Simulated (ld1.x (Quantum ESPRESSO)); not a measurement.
How hard is this V TM potential?

```
Element                 : V
Generator               : ld1.x (Quantum ESPRESSO) 7.5
Type                    : norm-conserving Troullier–Martins (Kleinman–Bylander form)
Functional              : PBE
Relativity              : non-relativistic
Frozen core             : [Ne] 3s2
Valence charge          : 11
Reference configuration : 3p6 3d3 4s2 4p0
Partial waves           : 4s (bound): rc 2.20 bohr; 3p (bound): rc 1.65 bohr; 3d (bound): rc 1.95 bohr
Local potential         : all-electron potential smoothed inside 1.60 bohr (lloc = -2)
Core correction         : Bessel-smoothed model core inside 1.75 bohr
```

The pseudo-atom Hamiltonian at the reference potential is diagonalised in spherical Bessel functions j_l(qr) that vanish at 20 bohr, with q² up to the cutoff. All-electron valence levels (Ry): 4s -0.3416, 3p -3.2266, 4p -0.1074, 3d -0.3929.

Question: How do the lowest levels (Ry) of each channel move with the cutoff, and are there ghosts?

Answer:

| cutoff (Ry) | s #1 | p #1 | p #2 | d #1 | f #1 | Σ f·Δε (mRy) |
| --- | --- | --- | --- | --- | --- | --- |
| 8 | -0.3399 | -1.6154 | -0.0422 | 0.0418 | 0.1061 | 10974.6 |
| 12 | -0.3403 | -2.2389 | -0.0662 | 0.0392 | 0.1061 | 7225.3 |
| 18 | -0.3412 | -2.8193 | -0.0890 | 0.0301 | 0.1061 | 3713.9 |
| 21 | -0.3412 | -2.9685 | -0.0950 | 0.0177 | 0.1061 | 2781.1 |
| 30 | -0.3414 | -3.1838 | -0.1034 | -0.1118 | 0.1061 | 1100.3 |
| 40 | -0.3415 | -3.2216 | -0.1047 | -0.3194 | 0.1061 | 250.9 |
| 50 | -0.3415 | -3.2261 | -0.1049 | -0.3813 | 0.1061 | 38.1 |
| 60 | -0.3416 | -3.2262 | -0.1049 | -0.3913 | 0.1061 | 7.4 |
| 70 | -0.3416 | -3.2263 | -0.1049 | -0.3927 | 0.1061 | 2.5 |
| 90 | -0.3416 | -3.2266 | -0.1049 | -0.3928 | 0.1061 | 0.8 |
| 110 | -0.3416 | -3.2266 | -0.1049 | -0.3928 | 0.1061 | 0.3 |
| 400 | -0.3416 | -3.2266 | -0.1049 | -0.3929 | 0.1061 | 0.0 |

Result: no extra level below or beside the all-electron valence levels (s, p, d, f tested); 10 mRy is reached at 60 Ry and 1 mRy at 90 Ry.
